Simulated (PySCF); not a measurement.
Screening by computed properties: pick the candidate that meets the target.

Each SMILES stands for a single optimised conformer of the isolated species, non-relativistic unless stated; the electronic structure was computed with PySCF and density fitting.

Dipoles, sizes and rotational constants follow the conformer. The torsions of the flexible species, by atom-mapped SMILES:
- `[CH3:1][CH:2][CH+:3][CH3:4]`: C1–C2–C3–C4 180°
- `[CH2-:1][CH:2][CH2:3][CH3:4]`: C1–C2–C3–C4 72°
- `[H]/[C:1]=[C:2]1/[O:3][Si@@H:4]([PH2:5])[C@@H:6]1[CH3:7]`: H–P5–Si4–O3 -78°, H–P5–Si4–O3 -171°
- `[PH2:1][Si:2]1[CH2:3][CH2:4][CH:5]=[CH:6][O:7]1`: H–P1–Si2–C3 85°, H–P1–Si2–C3 178°
- `[CH2:1][O:2][Si@@H:3]([CH2:4][O:5][CH3:6])[O:7][CH3:8]`: C1–O2–Si3–C4 67°, O2–Si3–C4–O5 166°, Si3–C4–O5–C6 -178°, O2–Si3–O7–C8 -168°
- `[CH2:1]=[CH:2][C:3]([S-:4])[N:5]([CH3:6])[CH3:7]`: C1–C2–C3–S4 -177°, C2–C3–N5–C6 77°
- `[CH3:1]/[N:2]=[CH:3]/[CH:4]=[CH:5]\[S+:6][CH3:7]`: N2–C3–C4–C5 0°, C4–C5–S6–C7 149°

Question: Wanted: smallest rotational constant above 4 GHz (GFN2-xTB) and isotropic g value below 2.003 (unrestricted B3LYP/pcH-1, mean-field spin–orbit), at GFN2-xTB geometries. Which candidate meets both?
A. `[CH2-][CH]CC` [radical]
B. `C=C[C]([S-])N(C)C` [radical]
C. `[CH2]O[Si@@H](COC)OC` [radical]
D. `P[Si]1CCC=CO1` [radical]
E. `C/N=C/C=C\[S+]C` [radical]
F. `[Si@H]1(P)[C@@H](/C(O1)=[C]\[H])C` [radical]
G. `C[CH][CH+]C` [radical]

Answer: A. Computed values:
| species | smallest rotational constant | isotropic g value |
| --- | --- | --- |
| [CH2]O[Si@@H](COC)OC [radical] | 0.781 GHz | 2.00326 |
| [Si@H]1(P)[C@@H](/C(O1)=[C]\[H])C [radical] | 0.970 GHz | 2.00230 |
| P[Si]1CCC=CO1 [radical] | 1.121 GHz | 2.00245 |
| C/N=C/C=C\[S+]C [radical] | 1.228 GHz | 2.00758 |
| C=C[C]([S-])N(C)C [radical] | 1.318 GHz | 2.00828 |
| C[CH][CH+]C [radical] | 3.591 GHz | 2.00269 |
| [CH2-][CH]CC [radical] | 4.249 GHz | 2.00258 |
